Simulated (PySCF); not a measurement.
## Basis-set dependence of population analyses: `[SiH3]C1CC1`

C3H8Si.
Structure used (PBE0-D3(BJ)/def2-SVP), in Å, numbered top down from 1:
```
atom  x, y, z in Å
Si1    1.690   -0.105   -0.276
C2     0.033   -0.106    0.581
C3    -1.209   -0.548   -0.154
C4    -1.030    0.893    0.191
H5     2.624    0.891    0.336
H6     2.340   -1.451   -0.212
H7     1.480    0.257   -1.714
H8     0.061   -0.365    1.646
H9    -1.949   -1.128    0.403
H10   -1.117   -0.842   -1.205
H11   -1.645    1.317    0.990
H12   -0.813    1.596   -0.619
```

PBE0 throughout (PySCF), one geometry, spherical d and f functions. Geometry: PBE0-D3(BJ)/def2-SVP; no solvent, vibrations or thermal averaging. Atoms taken as equivalent share a column and are averaged.

Mulliken charges (e):

```
        basis  functions     Si1      C2   C3/C4  H5/H6/H7      H8  H9/H11  H10/H12
       STO-3G         32  +0.553  -0.254  -0.176    -0.120  +0.078  +0.085   +0.082
        6-31G         56  +0.558  -0.490  -0.338    -0.109  +0.201  +0.183   +0.183
     pcSseg-0         56  +0.622  -0.877  -0.433    -0.059  +0.279  +0.256   +0.254
       6-31G*         76  +0.363  -0.368  -0.365    -0.073  +0.198  +0.188   +0.190
      cc-pVDZ        100  +0.258  -0.240  -0.058    -0.055  +0.045  +0.053   +0.056
     def2-SVP        100  +0.412  -0.380  -0.074    -0.078  +0.080  +0.066   +0.069
6-311+G(2d,p)        164  +0.342  -0.131  -0.292    -0.068  +0.104  +0.118   +0.119
  aug-cc-pVDZ        168  -0.733  +0.441  +0.937    +0.250  -0.508  -0.447   -0.464
    def2-TZVP        178  +0.153  -0.202  -0.239    -0.030  +0.120  +0.123   +0.125
     IGLO-III        229  +0.733  -0.277  -0.237    -0.175  +0.095  +0.118   +0.107
      cc-pVTZ        236  +0.166  -0.177  -0.215    -0.035  +0.103  +0.109   +0.113
```

IAO charges (e):

```
        basis  functions     Si1      C2   C3/C4  H5/H6/H7      H8  H9/H11  H10/H12
       STO-3G         32  +0.645  -0.399  -0.268    -0.125  +0.133  +0.136   +0.131
        6-31G         56  +0.454  -0.392  -0.286    -0.083  +0.157  +0.153   +0.148
     pcSseg-0         56  +0.449  -0.415  -0.282    -0.077  +0.161  +0.154   +0.147
       6-31G*         76  +0.583  -0.415  -0.273    -0.117  +0.150  +0.147   +0.142
      cc-pVDZ        100  +0.577  -0.414  -0.276    -0.115  +0.152  +0.149   +0.143
     def2-SVP        100  +0.597  -0.414  -0.267    -0.121  +0.148  +0.144   +0.138
6-311+G(2d,p)        164  +0.612  -0.429  -0.285    -0.123  +0.156  +0.153   +0.147
  aug-cc-pVDZ        168  +0.579  -0.418  -0.285    -0.115  +0.155  +0.153   +0.147
    def2-TZVP        178  +0.621  -0.432  -0.285    -0.125  +0.156  +0.153   +0.147
     IGLO-III        229  +0.620  -0.431  -0.286    -0.125  +0.157  +0.153   +0.148
      cc-pVTZ        236  +0.606  -0.428  -0.285    -0.122  +0.156  +0.153   +0.148
```

Some averages cover members that differ in this geometry, most widely: H5/H6/H7, Mulliken in aug-cc-pVDZ +0.235 to +0.279 e.

Task: Which scheme is steadiest as the basis changes?

Result: Largest range over the bases for any column: IAO 0.20 e, Mulliken 1.47 e. IAO charges move least and Mulliken charges most, counted in e. Without the minimal STO-3G basis the ranges are IAO 0.17, Mulliken 1.47 e.

Task: How much do the charges still move between the two largest bases, IGLO-III and cc-pVTZ?

Result: At most, over all atoms: Mulliken 0.567 e, IAO 0.014 e.

Task: What do the same runs give for the total energy, the frontier levels and the dipole moment?

Result: 
```tsv
basis	energy (Eh)	HOMO (eV)	LUMO (eV)	μ (D)
STO-3G	-403.5744	-6.64	7.45	0.16
6-31G	-408.2303	-8.20	1.49	0.94
pcSseg-0	-407.6894	-8.62	1.35	0.75
6-31G*	-408.2941	-8.11	1.39	1.00
cc-pVDZ	-408.3178	-8.22	1.33	0.94
def2-SVP	-408.1423	-8.32	1.33	0.93
6-311+G(2d,p)	-408.3571	-8.32	0.22	0.95
aug-cc-pVDZ	-408.3254	-8.28	0.00	0.93
def2-TZVP	-408.3677	-8.30	0.86	0.96
IGLO-III	-408.3715	-8.31	0.77	0.94
cc-pVTZ	-408.3679	-8.29	0.93	0.96
```

The dipole is fixed by the density alone, so its range of 0.84 D shows that the density itself changes with the basis, not only its division among atoms.
